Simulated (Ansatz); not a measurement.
The cluster Ta₂N₂, relaxed as a singlet with RKS r2SCAN-D4/def2-TZVP in Ansatz, starting from the GFN2-xTB geometry. Force threshold 0.02 eV/Å.

In the def2 sets Ta takes a core potential; there is no spin–orbit coupling. The restricted singlet is unstable: a solution with broken spin symmetry lies lower. The relaxation made no stability test and no search for a lower SCF solution. The structure comes from a short search, and lower isomers may exist.

Start:

Cartesian coordinates in Å:
```
Ta -1.319 0.511 -0.277
Ta 1.321 -0.507 0.276
N -0.126 0.379 1.302
N 0.123 -0.384 -1.301
```

```tsv
step	energy (eV)	largest force component (eV/Å)	SCF passes
1	-6082.1698	5.314	24
2	-6082.2729	6.383	31
3	-6083.0076	0.604	27
4	-6083.0171	0.100	22
5	-6083.0177	0.005	24
```

Force components are those of the run's own axes.

End:

```tsv
atom	x (Å)	y (Å)	z (Å)
Ta1	-1.2400	0.4787	-0.2593
Ta2	1.2404	-0.4778	0.2591
N3	-0.1176	0.3584	1.2239
N4	0.1172	-0.3593	-1.2237
```

By distances, no bond broke or formed. The bond that changes most is Ta2–N4, from 1.98 to 1.86 Å (atoms count from 1).

No frequencies were taken in this run, so the end may be a saddle point.

Hardware: 4 threads of Arm Neoverse V2 on a shared host. Wall time 10 s.
